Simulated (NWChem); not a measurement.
## Total energies of ClIn

```
In
Cl 1 2.4486
```
Charge 0, spin multiplicity 1.

All runs are NWChem calculations. The geometry was optimised at PBE/def2-SVP with def2 effective core potentials on In, a minimum by its harmonic frequencies.

Basis set: def2-SVP (44 functions).

```
method   total energy (Ha)
-------  -----------------
RHF             -648.64786
MP2             -648.84102
B2PLYP          -649.84328
PBE             -650.08003
B3LYP           -650.35024
BLYP            -650.22585
CCSD(T)         -648.86986
```

Total energies of different functionals aren't comparable as a measure of quality: only differences taken within one method are. 

Effective core potentials replace the inner electrons of In; spin-orbit coupling is left out. The correlated methods keep 9 core orbitals frozen. B3LYP has NWChem's definition, with VWN1-RPA local correlation. The structure started from a generated list of species. No row is a measurement; the coupled-cluster row has its own basis-set and correlation limits.
